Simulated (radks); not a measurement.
The numbers below are computed, except where a source is named.
Coulomb parameter of the 4d shell of neutral molybdenum in the model configuration [Kr] 4d3.5 5s1 5p1.5, as a second difference U = [E(n + 0.5) + E(n - 0.5) - 2 E(n)] / (0.5)^2 with all orbitals relaxed. "Bare": the charge of the atom changes with n. "Screened": the 5p shell takes up the change at fixed total charge, which measures U(4d,4d) + U(5p,5p) - 2 U(4d,5p). Level of theory: scalar-relativistic Kohn-Sham, SCAN, spin-unpolarised, spherical densities, finite nucleus; meta-GGA in the generalised Kohn-Sham scheme; Fermi nuclear charge, rms radius 4.4091 fm (a radial shooting solver on a logarithmic mesh with Libxc functionals).

case                  configuration  E - E(n) (eV)
start          [Kr] 4d3.5 5s1 5p1.5          0.000
bare +0.5        [Kr] 4d4 5s1 5p1.5         -3.251
bare -0.5        [Kr] 4d3 5s1 5p1.5          5.399
screened +0.5      [Kr] 4d4 5s1 5p1         -2.678
screened -0.5      [Kr] 4d3 5s1 5p2          3.286

U(bare) = 8.594 eV, U(screened by 5p) = 2.430 eV, against the Slater integral F0(4d,4d) = 14.032 eV with frozen orbitals. The step up makes a negative ion, whose loosely bound charge lowers the bare value.
